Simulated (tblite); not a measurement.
A geometry optimisation, step by step.

Species: C4H4B2FOS (doublet state).
Bonds: B1–O2, O2–B3, B3–F4, B3–C5, C5–C6 (aromatic), C6–C7 (aromatic), C7–C8 (aromatic), C8–S9 (aromatic), C5–S9 (aromatic). Hydrogens: H10, H11 on B1; H12 on C7; H13 on C8.
Bond orders are those of one Lewis drawing.

Computed with GFN2-xTB (tblite), gas phase: L-BFGS steps from a force-field or distance-geometry start until the largest atomic force falls under 0.01 eV/Å. 12 of its 122 geometries are shown.

Step 0: E = -681.7329 eV, largest atomic force 5.062 eV/Å
```
atom  x, y, z in Å  |  force x, y, z in eV/Å
B1      2.688    0.594    0.514    1.442  -1.278  -3.015
O2      2.312   -0.177   -0.699   -2.418  -0.701   4.392
B3      1.193   -1.072   -0.424    1.163  -0.172  -3.541
F4      1.176   -2.318   -1.179    0.379   2.449   1.731
C5     -0.264   -0.516   -0.117    0.440  -0.030  -0.379
C6     -1.054    0.055   -1.067    2.704  -1.417   1.007
C7     -2.261    0.489   -0.677   -3.067   1.207   0.463
C8     -2.542    0.294    0.650    0.866  -0.575   0.665
S9     -1.101   -0.539    1.463   -1.683   1.163  -1.591
H10     3.099    1.679    0.313   -0.580   0.001  -0.011
H11     3.214   -0.014    1.379   -0.773   0.015   0.170
H12    -2.987    0.963   -1.355    0.402  -0.269   0.452
H13    -3.476    0.563    1.181    1.124  -0.394  -0.342
```

Step 11: E = -683.7191 eV, largest atomic force 0.562 eV/Å
```
atom  x, y, z in Å  |  force x, y, z in eV/Å
B1      2.889    0.510    0.488    0.107   0.165   0.103
O2      2.119   -0.261   -0.227    0.040  -0.090   0.406
B3      1.130   -1.062   -0.489   -0.075   0.114  -0.545
F4      1.392   -2.146   -1.226   -0.102  -0.197  -0.027
C5     -0.338   -0.579   -0.241    0.024   0.079  -0.029
C6     -1.122    0.055   -1.110   -0.123  -0.186  -0.031
C7     -2.368    0.540   -0.695    0.016  -0.062  -0.024
C8     -2.512    0.287    0.636   -0.126   0.107  -0.024
S9     -1.145   -0.491    1.343    0.029  -0.154  -0.081
H10     3.103    1.593    0.046    0.236  -0.289   0.274
H11     3.264    0.055    1.527    0.042   0.441  -0.251
H12    -3.078    1.012   -1.359    0.065  -0.066   0.286
H13    -3.338    0.487    1.288   -0.132   0.138  -0.057
```

Step 22: E = -683.8793 eV, largest atomic force 0.081 eV/Å
```
atom  x, y, z in Å  |  force x, y, z in eV/Å
B1      2.936    0.480    0.557   -0.028  -0.046  -0.015
O2      2.067   -0.350    0.048    0.017  -0.023   0.006
B3      1.113   -1.026   -0.532    0.021   0.043  -0.046
F4      1.454   -2.068   -1.305   -0.029   0.050   0.003
C5     -0.383   -0.588   -0.371    0.025   0.045   0.038
C6     -1.239    0.007   -1.196    0.057  -0.004  -0.058
C7     -2.440    0.523   -0.698    0.013  -0.027  -0.034
C8     -2.518    0.284    0.638   -0.022  -0.010   0.008
S9     -1.130   -0.539    1.254   -0.018   0.017   0.072
H10     3.238    1.435   -0.060    0.051   0.028  -0.055
H11     3.391    0.271    1.619   -0.020  -0.046   0.059
H12    -3.176    1.043   -1.280   -0.054  -0.039  -0.013
H13    -3.318    0.529    1.307   -0.013   0.012   0.035
```

Step 33: E = -683.9004 eV, largest atomic force 0.123 eV/Å
```
atom  x, y, z in Å  |  force x, y, z in eV/Å
B1      2.992    0.444    0.575   -0.035  -0.059   0.018
O2      2.113   -0.370    0.058   -0.026   0.019  -0.064
B3      1.123   -0.965   -0.547   -0.096   0.024  -0.019
F4      1.391   -1.978   -1.388    0.020   0.071   0.082
C5     -0.361   -0.495   -0.344    0.028  -0.030  -0.054
C6     -1.255    0.017   -1.185    0.025  -0.067  -0.032
C7     -2.488    0.471   -0.703    0.064  -0.032  -0.048
C8     -2.543    0.280    0.644   -0.033   0.042  -0.071
S9     -1.108   -0.443    1.282   -0.024   0.115  -0.004
H10     3.380    1.347   -0.073    0.024   0.015   0.011
H11     3.357    0.263    1.678    0.059  -0.029   0.023
H12    -3.257    0.897   -1.321   -0.006  -0.008   0.123
H13    -3.348    0.532    1.307    0.000  -0.061   0.034
```

Step 44: E = -683.9285 eV, largest atomic force 0.274 eV/Å
```
atom  x, y, z in Å  |  force x, y, z in eV/Å
B1      3.069    0.383    0.609    0.063   0.003   0.095
O2      2.102   -0.304    0.075    0.031  -0.017  -0.077
B3      1.109   -0.850   -0.565   -0.053  -0.004  -0.013
F4      1.368   -1.851   -1.419    0.056  -0.033  -0.037
C5     -0.362   -0.384   -0.368    0.060  -0.052   0.103
C6     -1.329   -0.055   -1.213   -0.126   0.111  -0.216
C7     -2.568    0.366   -0.724    0.003   0.023  -0.073
C8     -2.553    0.306    0.634   -0.128   0.026   0.073
S9     -1.033   -0.180    1.284   -0.004  -0.068  -0.009
H10     3.573    1.241   -0.023    0.011   0.020   0.058
H11     3.392    0.129    1.712    0.088   0.013  -0.006
H12    -3.395    0.717   -1.312    0.006  -0.147  -0.024
H13    -3.378    0.484    1.292   -0.007   0.125   0.127
```

Step 55: E = -683.9736 eV, largest atomic force 0.113 eV/Å
```
atom  x, y, z in Å  |  force x, y, z in eV/Å
B1      3.186    0.284    0.654    0.027   0.099  -0.019
O2      2.125   -0.162    0.041   -0.043  -0.011   0.016
B3      1.103   -0.663   -0.600    0.034  -0.056   0.019
F4      1.350   -1.684   -1.446    0.006   0.091  -0.054
C5     -0.378   -0.216   -0.412   -0.061  -0.008   0.000
C6     -1.421   -0.124   -1.236    0.016  -0.044  -0.019
C7     -2.685    0.202   -0.735    0.012  -0.011   0.050
C8     -2.604    0.354    0.617    0.003   0.036   0.034
S9     -1.005    0.147    1.229    0.035  -0.005   0.000
H10     3.823    1.149    0.158   -0.077  -0.079   0.024
H11     3.477   -0.161    1.706   -0.011  -0.026  -0.024
H12    -3.587    0.307   -1.312    0.096  -0.036   0.021
H13    -3.388    0.567    1.317   -0.037   0.051  -0.048
```

Step 66: E = -684.0136 eV, largest atomic force 0.227 eV/Å
```
atom  x, y, z in Å  |  force x, y, z in eV/Å
B1      3.220    0.182    0.697    0.082   0.039   0.117
O2      2.087   -0.075    0.106    0.094  -0.116  -0.018
B3      1.097   -0.514   -0.625    0.022  -0.060   0.013
F4      1.406   -1.342   -1.645   -0.011   0.062   0.028
C5     -0.397   -0.186   -0.387   -0.129   0.029  -0.185
C6     -1.466   -0.322   -1.180    0.105  -0.046   0.136
C7     -2.729    0.016   -0.696    0.083  -0.026   0.125
C8     -2.618    0.456    0.591    0.011   0.024  -0.061
S9     -0.994    0.461    1.168   -0.009   0.018  -0.020
H10     3.900    1.060    0.300   -0.062   0.022   0.013
H11     3.541   -0.447    1.647   -0.062   0.015  -0.116
H12    -3.649   -0.082   -1.234   -0.088   0.037  -0.072
H13    -3.402    0.791    1.240   -0.036   0.003   0.039
```

Step 77: E = -684.0340 eV, largest atomic force 0.073 eV/Å
```
atom  x, y, z in Å  |  force x, y, z in eV/Å
B1      3.229    0.141    0.729   -0.039  -0.027   0.012
O2      2.119   -0.081    0.079   -0.031  -0.016   0.011
B3      1.106   -0.470   -0.650    0.013  -0.013  -0.003
F4      1.397   -1.170   -1.766    0.011  -0.003  -0.021
C5     -0.394   -0.195   -0.370   -0.022   0.040  -0.004
C6     -1.478   -0.488   -1.093    0.047   0.042   0.015
C7     -2.739   -0.100   -0.641   -0.015  -0.012   0.016
C8     -2.620    0.543    0.556    0.022   0.002  -0.019
S9     -0.982    0.671    1.086    0.002  -0.015   0.001
H10     3.833    1.133    0.530   -0.042  -0.012  -0.001
H11     3.592   -0.657    1.519    0.010   0.036   0.000
H12    -3.662   -0.278   -1.160   -0.026  -0.014   0.020
H13    -3.405    0.954    1.164    0.068  -0.009  -0.026
```

Step 88: E = -684.0410 eV, largest atomic force 0.041 eV/Å
```
atom  x, y, z in Å  |  force x, y, z in eV/Å
B1      3.195    0.133    0.753    0.016   0.024  -0.002
O2      2.104   -0.163    0.107   -0.038  -0.009  -0.014
B3      1.108   -0.498   -0.669   -0.011  -0.011  -0.006
F4      1.418   -1.147   -1.809   -0.008  -0.014  -0.034
C5     -0.389   -0.209   -0.393    0.018   0.002  -0.029
C6     -1.484   -0.497   -1.100   -0.006  -0.018  -0.006
C7     -2.736   -0.101   -0.632    0.011  -0.024  -0.018
C8     -2.589    0.561    0.550   -0.003   0.012   0.016
S9     -0.946    0.680    1.058    0.005   0.007   0.023
H10     3.710    1.173    0.553    0.024   0.022   0.013
H11     3.635   -0.635    1.528   -0.011  -0.009   0.036
H12    -3.672   -0.289   -1.123    0.002   0.011   0.001
H13    -3.358    0.993    1.161    0.001   0.007   0.021
```

Step 99: E = -684.0440 eV, largest atomic force 0.065 eV/Å
```
atom  x, y, z in Å  |  force x, y, z in eV/Å
B1      3.161    0.161    0.759    0.008   0.024  -0.010
O2      2.110   -0.192    0.075   -0.015  -0.015  -0.025
B3      1.112   -0.539   -0.694    0.002  -0.022  -0.008
F4      1.401   -1.216   -1.823    0.042   0.005   0.003
C5     -0.379   -0.232   -0.410   -0.003   0.010  -0.028
C6     -1.481   -0.475   -1.124    0.020  -0.021   0.051
C7     -2.723   -0.074   -0.634   -0.005   0.059  -0.028
C8     -2.558    0.550    0.568   -0.010  -0.042   0.004
S9     -0.911    0.618    1.073   -0.012   0.003  -0.011
H10     3.660    1.206    0.535    0.009  -0.019   0.022
H11     3.580   -0.561    1.591   -0.019   0.010  -0.004
H12    -3.661   -0.218   -1.135   -0.007  -0.004   0.031
H13    -3.315    0.970    1.201   -0.010   0.011   0.003
```

Step 110: E = -684.0459 eV, largest atomic force 0.021 eV/Å
```
atom  x, y, z in Å  |  force x, y, z in eV/Å
B1      3.135    0.176    0.765   -0.007  -0.004  -0.007
O2      2.109   -0.189    0.050    0.003   0.004   0.006
B3      1.118   -0.558   -0.717    0.001   0.006   0.000
F4      1.424   -1.236   -1.840   -0.010   0.003   0.006
C5     -0.375   -0.256   -0.428   -0.010   0.010  -0.013
C6     -1.488   -0.488   -1.126    0.005   0.000   0.004
C7     -2.721   -0.066   -0.629    0.005   0.004   0.012
C8     -2.538    0.551    0.574    0.000  -0.004   0.003
S9     -0.885    0.601    1.063   -0.001  -0.001  -0.015
H10     3.634    1.224    0.563   -0.005  -0.004  -0.003
H11     3.536   -0.544    1.607   -0.008  -0.003   0.007
H12    -3.670   -0.200   -1.114    0.019  -0.006   0.006
H13    -3.284    0.985    1.213    0.008  -0.005  -0.005
```

Step 121: E = -684.0471 eV, largest atomic force 0.008 eV/Å
```
atom  x, y, z in Å  |  force x, y, z in eV/Å
B1      3.122    0.161    0.780   -0.003  -0.001  -0.004
O2      2.112   -0.176    0.030    0.004   0.001   0.004
B3      1.123   -0.531   -0.747    0.000   0.004   0.001
F4      1.428   -1.204   -1.873   -0.001  -0.001   0.000
C5     -0.369   -0.226   -0.455   -0.003   0.000   0.002
C6     -1.491   -0.504   -1.121    0.001   0.002  -0.002
C7     -2.721   -0.096   -0.607    0.004  -0.003   0.006
C8     -2.526    0.562    0.572    0.002  -0.001   0.005
S9     -0.865    0.664    1.020    0.002   0.000  -0.004
H10     3.646    1.201    0.606   -0.003  -0.001   0.000
H11     3.481   -0.577    1.626   -0.001   0.000   0.000
H12    -3.676   -0.271   -1.064   -0.003   0.001  -0.004
H13    -3.267    0.997    1.215    0.001   0.000  -0.004
```

Problem. Summarise the path.

Solution. The energy falls by 53.37 kcal/mol from step 0 to step 121; nine tenths of that is first reached at step 14. It falls at every step. The largest force goes from 5.062 to 0.008 eV/Å. Among the bonds B1–O2 changes most, from 1.486 to 1.303 Å; the atoms move by 0.859 Å rms after alignment.

Problem. Follow the three bonds and two angles with the largest change from start to end.

Solution. 
```tsv
step	E above end (kcal/mol)	largest force (eV/Å)	B1–O2 (Å)	O2–B3 (Å)	C8–S9 (Å)	B1–O2–B3 (°)	B3–C5–C6 (°)
0	53.37	5.062	1.486	1.459	1.852	111.0	122.9
5	12.84	0.519	1.325	1.313	1.733	142.2	119.3
11	7.56	0.562	1.304	1.300	1.724	157.7	126.6
16	4.41	0.280	1.304	1.304	1.731	172.4	130.6
21	3.90	0.122	1.305	1.306	1.727	171.8	132.5
26	3.76	0.101	1.304	1.304	1.727	170.8	131.8
32	3.45	0.147	1.306	1.305	1.727	168.3	131.9
37	3.17	0.118	1.304	1.304	1.729	168.8	131.7
42	2.85	0.182	1.305	1.304	1.722	170.1	131.8
47	2.45	0.288	1.305	1.304	1.735	172.8	132.8
53	1.78	0.099	1.304	1.305	1.725	178.1	133.9
58	1.52	0.126	1.304	1.305	1.724	174.1	133.6
63	1.05	0.133	1.304	1.305	1.722	170.7	132.1
68	0.63	0.159	1.305	1.306	1.726	167.7	131.3
74	0.42	0.174	1.303	1.305	1.725	169.8	131.1
79	0.28	0.082	1.304	1.308	1.724	170.5	130.4
84	0.18	0.080	1.305	1.306	1.726	172.0	130.8
89	0.13	0.040	1.303	1.306	1.724	172.6	131.1
95	0.11	0.039	1.303	1.306	1.724	174.2	131.0
100	0.06	0.052	1.303	1.306	1.724	176.0	131.5
105	0.04	0.027	1.303	1.306	1.724	176.9	131.9
110	0.03	0.021	1.303	1.306	1.725	177.2	132.2
116	0.01	0.025	1.303	1.306	1.724	178.3	132.4
121	0.00	0.008	1.303	1.306	1.724	178.3	132.4
```

What follows is the cost of the whole relaxation. Hardware: one thread, Arm Neoverse V1 (aarch64), shared host with 64 logical CPUs at a one-minute load of 8.1. Cost: 0.77 s of wall time.
